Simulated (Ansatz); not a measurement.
A nudged elastic band was laid between two geometries of BrH + Cl3FGe (7 atoms, charge 0, multiplicity 1).

Computed with RKS B3LYP/def2-SVP in Ansatz.

```
movable images  : 7
climbing image  : from the first iteration
spring          : 5.0 eV/Å²
optimiser       : lbfgs
start path      : through a guess of the saddle point
force threshold : 0.05 eV/Å
iteration limit : 60
end points      : relaxed
```

First end point:

```xyz
7
Properties=species:S:1:pos:R:3
Ge 0.339 0.002 -0.466
F -0.326 0.000 1.142
Cl 2.460 -0.003 -0.256
Cl -0.365 1.765 -1.435
Cl -0.360 -1.764 -1.434
Br -3.395 0.000 2.849
H -2.098 0.000 2.240
```

Last end point:

```xyz
7
Properties=species:S:1:pos:R:3
Ge -0.495 -0.005 -0.745
F -0.229 0.019 3.464
Cl 1.317 -0.007 0.396
Cl -0.587 1.752 -1.973
Cl -0.585 -1.755 -1.983
Br -2.310 -0.011 0.701
H -0.857 0.008 2.781
```

**Question.** Which bonds break or form, and what moves?

**Answer.** Bonds broken: Ge1–F2, Br6–H7. Bonds formed: Ge1–Br6, F2–H7. BrH + Cl3FGe becomes BrCl3Ge + FH.

**Question.** What energy profile does the band end with?

**Answer.** It converged. The highest image is number 4 of 0 to 8, 1.21 eV above the first end and 1.05 eV above the last; the last end lies 0.16 eV above the first. Another band between the same ends (7 images) ends at a top of the same energy, where a vibrational analysis finds 1 clearly imaginary mode. The orbitals stay closed-shell, which can raise the energy where a bond breaks towards radicals; this wasn't checked here.

```csv
image,path coordinate (Å),energy (eV),Ge1–F2 (Å),Br6–H7 (Å),Ge1–Br6 (Å)
0,0.00,0.00,1.74,1.43,4.99
1,0.73,0.01,1.74,1.43,4.56
2,1.46,0.03,1.74,1.43,4.08
3,2.19,0.37,1.77,1.46,3.34
4,2.93,1.21,1.98,1.74,2.76
5,3.58,0.88,2.41,2.09,2.47
6,4.23,0.51,2.98,2.24,2.37
7,4.89,0.23,3.57,2.33,2.33
8,5.54,0.16,4.22,2.54,2.32
```

**Question.** What is the geometry of the highest image?

**Answer.** 
```xyz
7
Properties=species:S:1:pos:R:3
Ge -0.245 0.000 -0.111
F -0.063 0.001 1.861
Cl 1.918 -0.001 -0.205
Cl -0.751 1.864 -1.056
Cl -0.750 -1.864 -1.056
Br -2.688 -0.001 1.184
H -1.167 0.001 2.024
```

The band took 39 iterations and of the order of 30 core-minutes.

The run took 8.8 min on 4 threads of Intel(R) Xeon(R) 6975P-C (Granite Rapids) (shared host), peak memory 0.48 GiB.
